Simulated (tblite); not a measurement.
Input of a run (GFN2-xTB geometry optimisation, gas phase (tblite 0.8.0)), started from a force field or distance geometry:
```
{"job": {"kind": "relax", "xc": "GFN2-xTB", "basis": "xTB"}, "charge": 0, "multiplicity": 1}
C      1.767800    -1.133100    -0.193100
C      1.733700     0.337700     0.128900
C      2.965600     0.972000    -0.528500
C      0.491200     1.067000    -0.299100
N     -0.728200     0.591100     0.273000
Si    -2.177400     1.472200    -0.265900
N     -0.899500    -0.776300     0.331800
C     -1.280700    -1.056100     1.718200
C     -1.863800    -1.297800    -0.602700
H      1.646700    -1.746500     0.752700
H      1.006300    -1.436900    -0.933100
H      2.756600    -1.345300    -0.665400
H      1.902500     0.407900     1.252200
H      3.828100     0.349200    -0.293300
H      2.780400     0.888900    -1.631700
H      3.100800     2.012400    -0.205000
H      0.629700     2.119400     0.071000
H      0.467400     1.147000    -1.410800
H     -3.413900     0.727000    -0.099400
H     -1.972400     1.806200    -1.681700
H     -2.327700     2.679200     0.589400
H     -0.634900    -0.442400     2.369500
H     -1.186500    -2.133800     1.887900
H     -2.334400    -0.750900     1.921500
H     -2.691200    -1.753600     0.012600
H     -1.333900    -2.105200    -1.161600
H     -2.251900    -0.572800    -1.325000
```

Output (eV, eV/Å):
```
step      E/eV     max force
  0    -804.51226    2.553
  1    -804.82780    0.843
  2    -804.93093    0.638
  3    -805.00406    0.650
  4    -805.07257    0.615
  5    -805.11390    0.392
  6    -805.15107    0.387
  7    -805.18560    0.360
  8    -805.21493    0.348
  9    -805.24205    0.337
 10    -805.27063    0.362
 11    -805.29895    0.359
 12    -805.32425    0.294
 13    -805.34386    0.251
 14    -805.35847    0.213
 15    -805.37170    0.222
 16    -805.38418    0.200
 17    -805.39489    0.185
 18    -805.40476    0.173
 19    -805.41536    0.202
 20    -805.42791    0.251
 21    -805.44211    0.270
 22    -805.45664    0.280
 23    -805.47077    0.293
 24    -805.48410    0.273
 25    -805.49633    0.234
 26    -805.50739    0.221
 27    -805.51787    0.225
 28    -805.52804    0.200
 29    -805.53702    0.176
 30    -805.54444    0.157
 31    -805.55110    0.208
 32    -805.55633    0.307
 33    -805.56657    0.270
 34    -805.57911    0.216
 35    -805.59048    0.200
 36    -805.59761    0.185
 37    -805.60515    0.190
 38    -805.61252    0.182
 39    -805.62133    0.179
 40    -805.62917    0.215
 41    -805.63811    0.236
 42    -805.64630    0.165
 43    -805.65786    0.183
 44    -805.66228    0.184
 45    -805.67162    0.162
 46    -805.67647    0.137
 47    -805.68097    0.180
 48    -805.68520    0.154
 49    -805.68994    0.131
 50    -805.69760    0.131
 51    -805.70100    0.131
 52    -805.70634    0.123
 53    -805.70937    0.101
 54    -805.71164    0.096
 55    -805.71406    0.115
 56    -805.71699    0.130
 57    -805.72001    0.131
 58    -805.72232    0.098
 59    -805.72430    0.111
 60    -805.72618    0.107
 61    -805.72828    0.105
 62    -805.73025    0.116
 63    -805.73248    0.114
 64    -805.73515    0.112
 65    -805.73795    0.112
 66    -805.74023    0.107
 67    -805.74211    0.104
 68    -805.74383    0.085
 69    -805.74553    0.088
 70    -805.74692    0.064
 71    -805.74786    0.048
 72    -805.74847    0.052
 73    -805.74926    0.050
 74    -805.74975    0.032
 75    -805.75000    0.029
 76    -805.75019    0.036
 77    -805.75048    0.040
 78    -805.75093    0.050
 79    -805.75155    0.053
 80    -805.75226    0.053
 81    -805.75302    0.071
 82    -805.75379    0.072
 83    -805.75450    0.054
 84    -805.75508    0.042
 85    -805.75554    0.038
 86    -805.75597    0.044
 87    -805.75643    0.053
 88    -805.75694    0.046
 89    -805.75748    0.042
 90    -805.75799    0.048
 91    -805.75858    0.053
 92    -805.75927    0.059
 93    -805.75995    0.064
 94    -805.76057    0.059
 95    -805.76112    0.046
 96    -805.76168    0.051
 97    -805.76222    0.053
 98    -805.76268    0.045
 99    -805.76307    0.032
100    -805.76343    0.037
101    -805.76377    0.036
102    -805.76408    0.050
103    -805.76431    0.039
104    -805.76452    0.031
105    -805.76472    0.034
106    -805.76497    0.047
107    -805.76528    0.054
108    -805.76562    0.039
109    -805.76590    0.030
110    -805.76614    0.033
111    -805.76638    0.039
112    -805.76668    0.049
113    -805.76700    0.040
114    -805.76729    0.030
115    -805.76755    0.029
116    -805.76788    0.040
117    -805.76835    0.046
118    -805.76890    0.050
119    -805.76937    0.049
120    -805.76971    0.054
121    -805.77002    0.053
122    -805.77049    0.041
123    -805.77112    0.034
124    -805.77159    0.038
125    -805.77196    0.033
126    -805.77231    0.039
127    -805.77270    0.039
128    -805.77308    0.032
129    -805.77339    0.037
130    -805.77362    0.028
131    -805.77378    0.028
132    -805.77390    0.019
133    -805.77399    0.014
134    -805.77407    0.013
135    -805.77412    0.014
136    -805.77418    0.016
137    -805.77423    0.019
138    -805.77430    0.020
139    -805.77439    0.024
140    -805.77450    0.022
141    -805.77460    0.020
142    -805.77469    0.017
143    -805.77475    0.014
144    -805.77481    0.016
145    -805.77487    0.017
146    -805.77495    0.017
147    -805.77502    0.017
148    -805.77507    0.014
149    -805.77512    0.016
150    -805.77517    0.016
151    -805.77523    0.021
152    -805.77531    0.024
153    -805.77541    0.022
154    -805.77550    0.022
155    -805.77562    0.024
156    -805.77576    0.030
157    -805.77594    0.041
158    -805.77616    0.046
159    -805.77639    0.042
160    -805.77662    0.031
161    -805.77685    0.030
162    -805.77708    0.037
163    -805.77732    0.026
164    -805.77752    0.033
165    -805.77772    0.028
166    -805.77790    0.031
167    -805.77808    0.034
168    -805.77823    0.024
169    -805.77835    0.024
170    -805.77844    0.017
171    -805.77853    0.023
172    -805.77863    0.019
173    -805.77872    0.025
174    -805.77880    0.019
175    -805.77887    0.021
176    -805.77897    0.022
177    -805.77908    0.027
178    -805.77920    0.030
179    -805.77932    0.022
180    -805.77944    0.020
181    -805.77957    0.022
182    -805.77973    0.028
183    -805.77988    0.025
184    -805.78000    0.018
185    -805.78010    0.018
186    -805.78019    0.018
187    -805.78026    0.021
188    -805.78034    0.019
189    -805.78041    0.015
190    -805.78047    0.021
191    -805.78054    0.023
192    -805.78059    0.014
193    -805.78065    0.014
194    -805.78070    0.013
195    -805.78076    0.017
196    -805.78082    0.023
197    -805.78089    0.029
198    -805.78097    0.025
199    -805.78105    0.016
200    -805.78112    0.015
201    -805.78119    0.018
202    -805.78126    0.020
203    -805.78132    0.017
204    -805.78138    0.013
205    -805.78143    0.014
206    -805.78148    0.016
207    -805.78151    0.016
208    -805.78155    0.016
209    -805.78158    0.013
210    -805.78164    0.013
211    -805.78168    0.015
212    -805.78175    0.016
213    -805.78181    0.015
214    -805.78187    0.015
215    -805.78193    0.015
216    -805.78197    0.016
217    -805.78201    0.013
218    -805.78204    0.011
219    -805.78208    0.013
220    -805.78211    0.012
221    -805.78214    0.011
222    -805.78215    0.010
```

Q: Summarise the run.

A: The energy falls by 1.270 eV over 222 L-BFGS steps, the largest force on an atom goes from 2.55 to 0.010 eV/Å, and the atoms move by 0.832 Å rms after alignment. The bond that changes most is N5–Si6 (hydrazine nitrogen to SiH3 silicon), which shortens by 0.056 Å. Bonds longer at the end by more than 0.005 Å: 6 of 26; shorter: 17. Among the angles that change most is Si6–N5–N7, from 113.7° to 125.0°. Among the dihedrals that turn most is H18–C4–N5–Si6, from -51° to -120°. The energy never rose by more than 1e-5 eV on the way. The first step brought 25 % of the lowering.

Q: What are the final bond lengths?

A: C1–C2 1.526 Å, C2–C3 1.528 Å, C2–C4 1.539 Å, C4–N5 1.449 Å, N5–Si6 1.724 Å, N5–N7 1.413 Å, N7–C8 1.447 Å, N7–C9 1.448 Å, C1–H10 1.085 Å, C1–H11 1.089 Å, C1–H12 1.088 Å, C2–H13 1.095 Å, C3–H14 1.088 Å, C3–H15 1.088 Å, C3–H16 1.088 Å, C4–H17 1.091 Å, C4–H18 1.096 Å, Si6–H19 1.462 Å, Si6–H20 1.474 Å, Si6–H21 1.462 Å, C8–H22 1.088 Å, C8–H23 1.090 Å, C8–H24 1.098 Å, C9–H25 1.100 Å, C9–H26 1.090 Å, C9–H27 1.089 Å. Numbering counts from 1 in the input's order; the species is `CC(C)CN([SiH3])N(C)C`.

Its GFN2-xTB frequencies are all real (lowest 29 cm⁻¹). The numbers are those of one conformer. 3 starts were optimised and ended at 0.00, 0.29 and 0.81 kcal/mol (GFN2-xTB); the lowest of these is shown.

All values are computed, not measured.
